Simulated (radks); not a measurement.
Spherical quantum dot in the effective-mass picture: electrons in a hard-walled sphere of radius 4.51, all in effective atomic units (hartree* = m*/eps^2 hartree, bohr* = eps/m* bohr), one dielectric constant everywhere. Method: non-relativistic Kohn-Sham, r2SCAN, spin-polarised, spherical densities, generalised Kohn-Sham scheme; computed with a radial shooting solver with Libxc functionals. Levels are named by radial order and angular momentum (1s, 1p, 1d, 2s, ...), and open shells are averaged over m. Results are scaled to m* = 0.047 and eps = 7.6, for which hartree* = 22.14 meV and bohr* = 8.557 nm.

N = 6, configuration 1s2 1p(up 3, down 1). This is the lowest configuration that the search found. Occupied levels:

level,occupation,eigenvalue (meV),<r> (nm)
1s up,1,41.394,23.14
1s down,1,42.490,22.77
1p up,3,45.373,24.95
1p down,1,46.799,24.87

Energy (meV): total 151.609, kinetic 59.833, external 0, Hartree 126.98, exchange-correlation -35.209.

Electron density:

r (nm),n(r) (e/nm^3)
1.00,0.00001607
2.93,0.00001712
4.85,0.00001909
6.78,0.00002207
8.70,0.00002605
10.6,0.00003078
12.6,0.00003595
14.5,0.00004129
16.4,0.00004630
18.3,0.00005037
20.3,0.00005287
22.2,0.00005316
24.1,0.00005074
26.0,0.00004543
28.0,0.00003757
29.9,0.00002809
31.8,0.00001829
33.7,9.666e-06
35.7,3.471e-06
37.6,3.882e-07
